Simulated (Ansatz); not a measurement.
`CO[Si]F` + H₂ → `F[SiH]` + CH₃OH  (hydrogenolysis of the Si–O bond)

Gas-phase electronic energies from Ansatz, PBE0-D4/def2-TZVP geometries. CCSD(T)/CBS is the MP2 limit (def2-TZVPP, def2-QZVPP) plus CCSD(T) − MP2 in def2-TZVPP, frozen cores. This one scheme is used for every species. DFT in def2-TZVPP. Each species was taken in one conformer, which may not be the lowest.

```csv
level,ΔE (kcal/mol)
PBE-D4,39.8
r2SCAN-D4,42.0
```

Question: What does CCSD(T)/CBS give? (Estimate.)

Answer: Computed: +39.4 kcal/mol. The listed levels differ from it by 0.4, 2.6 kcal/mol.

Question: What do rigid-rotor, harmonic-oscillator terms from PBE0-D4/def2-TZVP frequencies (298.15 K, 1 bar) make of the CCSD(T)/CBS value? (Estimate.)

Answer: The calculation gave: ΔZPE = +3.0 kcal/mol, ΔH = +41.5 kcal/mol, ΔS = 39 J/(mol·K), ΔG = +38.7 kcal/mol.

Largest T1 diagnostic among the species: 0.015.

The D4 term adds +2.0 kcal/mol with B3LYP and +1.0 kcal/mol with PBE0; it sums over pairs of atoms, weighted by their polarisabilities, and B3LYP, whose exchange is more repulsive, gets the larger term. At CCSD(T), def2-SVP lies −3.5 kcal/mol from the extrapolated value and def2-TZVPP −0.6 kcal/mol. From BLYP to BHLYP (50 % exact exchange), in def2-TZVPP and without D4, ΔE moves by −1.0 kcal/mol.

B3LYP here is the variant with VWN-RPA as its local correlation; programs differ in this.
